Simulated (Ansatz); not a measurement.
Reaction (substitution at a C–Si bond): `NC[SiH2]S` + `C#CNC` → `C#CN(C)CN` + `[SiH3]S`

Program: Ansatz. Geometries: PBE0-D4/def2-TZVP. ΔE: electronic, gas phase. CCSD(T)/CBS adds triple-zeta CCSD(T) − MP2 to the extrapolated MP2 energy (def2 sets, frozen cores). Functionals use def2-TZVPP. B3LYP here is the variant with VWN-RPA as its local correlation; programs differ in this. Each species was taken in one conformer, which may not be the lowest.

(1) Is it downhill or uphill in electronic energy at CCSD(T)/CBS, and by how much? (Estimate.)

(2) What do these levels give: r2SCAN-D4, PBE0-D4, B3LYP-D4, B2PLYP, B3LYP, HF/def2-TZVPP, SCS-MP2/def2-TZVPP, CCSD/def2-TZVPP, HF/def2-QZVPP, SCS-MP2/def2-QZVPP, MP2/CBS(def2), CCSD/CBS(def2)? (An estimate is asked.)

Largest T1 diagnostic among the species: 0.012.

Answers

(1) Computed: Uphill: ΔE = +0.24 eV.

(2) The calculation gave: r2SCAN-D4 0.22, PBE0-D4 0.25, B3LYP-D4 0.23, B2PLYP 0.23, B3LYP 0.26, HF/def2-TZVPP 0.22, SCS-MP2/def2-TZVPP 0.18, CCSD/def2-TZVPP 0.21, HF/def2-QZVPP 0.23, SCS-MP2/def2-QZVPP 0.21, MP2/CBS(def2) 0.23, CCSD/CBS(def2) 0.26 eV.

In def2-TZVPP, CCSD(T) changes the Hartree–Fock value by −0.03 eV (the triples alone add −0.02 eV) and MP2 by −0.04 eV.
